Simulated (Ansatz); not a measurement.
Program: Ansatz. Geometries: PBE0-D4/def2-TZVP. ΔE: electronic, gas phase. CBS: MP2 limit from def2 TZ/QZ plus the TZ coupled-cluster correction, frozen cores.

Consider the isomerisation: `[SiH3]C1[SiH2]S1` → `C1[SiH2][SiH2]S1`.

```tsv
level	ΔE (kJ/mol)
CCSD(T)/def2-SVP	-30.2
MP2/def2-QZVPP	-25.6
```

What does CCSD(T)/CBS give? (An estimate is asked.)

Ansatz gave: -33.5 kJ/mol. The listed levels differ from it by 3.3, 7.9 kJ/mol.

Largest T1 diagnostic among the species: 0.013.

Leaving LDA and LC-ωPBE aside and taking each functional with its dispersion term where it has one, the values, not all of them listed here, spread over 14.2 kJ/mol, from PBE0-D4 to B2PLYP. At CCSD(T), def2-SVP lies +3.3 kJ/mol from the extrapolated value and def2-TZVPP +0.5 kJ/mol.
